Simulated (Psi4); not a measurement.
C₅H₅N, singlet, at a GFN2-xTB geometry; MP2/def2-SV(P) (Psi4).

The Psi4 input:
```
memory 2 GB

molecule mol {
0 1
  C    -2.833808    0.055998    0.304704
  C    -1.700696   -0.442310   -0.184949
  C    -0.404621    0.105109    0.118562
  C     0.741228   -0.393694   -0.372648
  C     1.996255    0.153798   -0.065296
  N     3.026430    0.596193    0.181576
  H    -2.835647    0.908684    0.963876
  H    -3.793142   -0.368474    0.065148
  H    -1.720728   -1.299626   -0.845682
  H    -0.375821    0.962696    0.778695
  H     0.750186   -1.250034   -1.035301
}

set basis def2-sv(p)
set reference rhf
set freeze_core true

energy('mp2')
print_variables()
```

It wrote (shortened):

```
    SCF Algorithm Type (re)set to DF.

   => Loading Basis Set <=

    Name: DEF2-SV(P)
    Role: ORBITAL
    Keyword: BASIS

         ---------------------------------------------------------
                                   SCF
               by Justin Turney, Rob Parrish, Andy Simmonett
                          and Daniel G. A. Smith
                              RHF Reference
         ---------------------------------------------------------

  ==> Geometry <==

    Molecular point group: c1
    Full point group: C1

    Geometry (in Angstrom), charge = 0, multiplicity = 1:

       Center              X                  Y                   Z               Mass
    ------------   -----------------  -----------------  -----------------  -----------------
         C           -2.934033721468     0.042835387786     0.303777142283    12.000000000000
         C           -1.800921721468    -0.455472612214    -0.185875857717    12.000000000000
         C           -0.504846721468     0.091946387786     0.117635142283    12.000000000000
         C            0.641002278532    -0.406856612214    -0.373574857717    12.000000000000
         C            1.896029278532     0.140635387786    -0.066222857717    12.000000000000
         N            2.926204278532     0.583030387786     0.180649142283    14.003074004430
         H           -2.935872721468     0.895521387786     0.962949142283     1.007825032230
         H           -3.893367721468    -0.381636612214     0.064221142283     1.007825032230
         H           -1.820953721468    -1.312788612214    -0.846608857717     1.007825032230
         H           -0.476046721468     0.949533387786     0.777768142283     1.007825032230
         H            0.649960278532    -1.263196612214    -1.036227857717     1.007825032230

  Running in c1 symmetry.

  Rotational constants: A =      0.89350  B =      0.04895  C =      0.04641 [cm^-1]
  Rotational constants: A =  26786.56454  B =   1467.51353  C =   1391.29105 [MHz]
  Nuclear repulsion =  179.555281538479477

  Charge       = 0
  Multiplicity = 1
  Electrons    = 42
  Nalpha       = 21
  Nbeta        = 21

  ==> Algorithm <==

  SCF Algorithm Type is DF.
  DIIS enabled.
  MOM disabled.
  Fractional occupation disabled.
  Guess Type is SAD.
  Energy threshold   = 1.00e-08
  Density threshold  = 1.00e-08
  Integral threshold = 1.00e-12

  ==> Primary Basis <==

  Basis Set: DEF2-SV(P)
    Blend: DEF2-SV(P)
    Number of shells: 46
    Number of basis functions: 94
    Number of Cartesian functions: 100
    Spherical Harmonics?: true
    Max angular momentum: 2

   => Loading Basis Set <=

    Name: (DEF2-SV(P) AUX)
    Role: JKFIT
    Keyword: DF_BASIS_SCF

  ==> Integral Setup <==

  SCF_SUBTYPE=INCORE selected. In-core MEM_DF algorithm will be used.
  Using in-core AOs.

  ==> MemDFJK: Density-Fitted J/K Matrices <==

    J tasked:                   Yes
    K tasked:                   Yes
    wK tasked:                   No
    Algorithm:                 Core
    Schwarz Cutoff:           1E-12
    Mask sparsity (%):       6.1793
    Fitting Condition:        1E-10

   => Auxiliary Basis Set <=

  Basis Set: (DEF2-SV(P) AUX)
    Blend: DEF2-UNIVERSAL-JKFIT
    Number of shells: 180
    Number of basis functions: 542
    Number of Cartesian functions: 638
    Spherical Harmonics?: true
    Max angular momentum: 4

  Minimum eigenvalue in the overlap matrix is 8.3689852512E-04.
  Reciprocal condition number of the overlap matrix is 1.4812527385E-04.
    Using symmetric orthogonalization.

  ==> Pre-Iterations <==

  SCF Guess: Superposition of Atomic Densities via on-the-fly atomic UHF (no occupation information).

   -------------------------
    Irrep   Nso     Nmo
   -------------------------
     A         94      94
   -------------------------
    Total      94      94
   -------------------------

  ==> Iterations <==

                           Total Energy        Delta E     RMS |[F,P]|

[...]

  ==> Post-Iterations <==

    Orbital Energies [Eh]
    ---------------------

    Doubly Occupied:

[...]
    Virtual:

[...]
      94A      3.949197

    Final Occupation by Irrep:
              A
    DOCC [    21 ]
    NA   [    21 ]
    NB   [    21 ]

  @DF-RHF Final Energy:  -246.45384693571302

   => Energetics <=

    Nuclear Repulsion Energy =            179.5552815384794769
    One-Electron Energy =                -686.9215865173171096
    Two-Electron Energy =                 260.9124580431246159
    Total Energy =                       -246.4538469357130452

Computation Completed

Properties will be evaluated at   0.000000,   0.000000,   0.000000 [a0]

Properties computed using the SCF density matrix

 Multipole Moments:

 ------------------------------------------------------------------------------------
     Multipole            Electronic (a.u.)      Nuclear  (a.u.)        Total (a.u.)
 ------------------------------------------------------------------------------------

 L = 1.  Multiply by 2.5417464519 to convert [e a0] to [Debye]
 Dipole X            :          6.0706989           -7.9547536           -1.8840546
 Dipole Y            :          0.5773571           -1.0446911           -0.4673340
 Dipole Z            :         -0.1138219           -0.0735520           -0.1873738
 Magnitude           :                                                    1.9501723

 ------------------------------------------------------------------------------------

  //>>>>>>>>>>>>>>>>>>>>>>>>>>>>>>>>>>>//
  //               DFMP2               //
  //<<<<<<<<<<<<<<<<<<<<<<<<<<<<<<<<<<<//

   => Loading Basis Set <=

    Name: (DEF2-SV(P) AUX)
    Role: RIFIT
    Keyword: DF_BASIS_MP2

	 --------------------------------------------------------
	                          DF-MP2
	      2nd-Order Density-Fitted Moller-Plesset Theory

	        Rob Parrish, Justin Turney, Andy Simmonett,
	           Ed Hohenstein, and C. David Sherrill
	 --------------------------------------------------------

   => Auxiliary Basis Set <=

  Basis Set: (DEF2-SV(P) AUX)
    Blend: DEF2-SV_P_-RI
    Number of shells: 126
    Number of basis functions: 358
    Number of Cartesian functions: 405
    Spherical Harmonics?: true
    Max angular momentum: 3

	 --------------------------------------------------------
	                 NBF =    94, NAUX =   358
	 --------------------------------------------------------
	   CLASS    FOCC     OCC    AOCC    AVIR     VIR    FVIR
	   PAIRS       6      21      15      73      73       0
	 --------------------------------------------------------

	-----------------------------------------------------------
	 ==================> DF-MP2 Energies <====================
	-----------------------------------------------------------
	 Reference Energy          =    -246.4538469357130168 [Eh]
	 Singles Energy            =      -0.0000000000000000 [Eh]
	 Same-Spin Energy          =      -0.1970951411430962 [Eh]
	 Opposite-Spin Energy      =      -0.5665566221890647 [Eh]
	 Correlation Energy        =      -0.7636517633321609 [Eh]
	 Total Energy              =    -247.2174986990451657 [Eh]
	-----------------------------------------------------------
	 ================> DF-SCS-MP2 Energies <==================
	-----------------------------------------------------------
	 SCS Same-Spin Scale       =       0.3333333333333333 [-]
	 SCS Opposite-Spin Scale   =       1.2000000000000000 [-]
	 SCS Same-Spin Energy      =      -0.0656983803810321 [Eh]
	 SCS Opposite-Spin Energy  =      -0.6798679466268776 [Eh]
	 SCS Correlation Energy    =      -0.7455663270079096 [Eh]
	 SCS Total Energy          =    -247.1994132627209240 [Eh]
	-----------------------------------------------------------

  Variable Map:
  ----------------------------------------------------------------------------
[...]
  Array Variable Map:
  ----------------------------------------------------------------------------
[...]
[...]
```
